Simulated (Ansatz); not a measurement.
Cl3In (SMILES [Cl][In]([Cl])[Cl]), singlet, geometry from GFN2-xTB (such geometries of metal compounds can be far from the true shape) (all electrons, no relativity). Base run: Ansatz (a quantum-chemistry and plane-wave program) with HF/STO-3G.

Input for Ansatz:
Ansatz 0.2 input:
```yaml
crystal:
  periodic: [false, false, false]
  atoms:
    - {symbol: In, position_ang: [-0.00000000, -0.00000000, 0.00000000]}
    - {symbol: Cl, position_ang: [2.24449596, -0.20389963, -0.44000345]}
    - {symbol: Cl, position_ang: [-0.90325628, -1.01151285, 1.85308124]}
    - {symbol: Cl, position_ang: [-1.34123968, 1.21541248, -1.41307779]}
basis:
  gaussian:
    orbitals: STO-3G
hamiltonian:
  xc: hf
```

Variants of this job, named by their change:

```tsv
change	basis functions	E (Eh)
base	54	-7046.88917
basis = x2c-SVPall; relativity = spin-free X2C; nucleus = Gaussian	90	-7260.02444
basis = x2c-TZVPall; relativity = none	171	-7011.82694
basis = jorge-DZP-DKH; relativity = spin-free X2C; nucleus = Gaussian	120	-7255.95810
basis = x2c-TZVPall; relativity = spin-free X2C	171	-7261.30550
basis = x2c-SVPall; relativity = none	90	-6999.50790
basis = jorge-DZP-DKH; relativity = spin-free X2C	120	-7256.08443
basis = x2c-SVPall; relativity = spin-free X2C	90	-7260.13595
basis = jorge-DZP-DKH; relativity = none	120	-7057.47091
basis = x2c-TZVPall; relativity = spin-free X2C; nucleus = Gaussian	171	-7261.18008
```

Totals shift with the method and basis; they matter in differences.

Ansatz warned in this series: the basis is contracted for relativity, which the run leaves out.

Basis sets contracted for a relativistic Hamiltonian are a mismatch without it, so the rows without relativity aren't non-relativistic limits. No row has spin-orbit coupling; sets with core potentials leave out the core electrons.
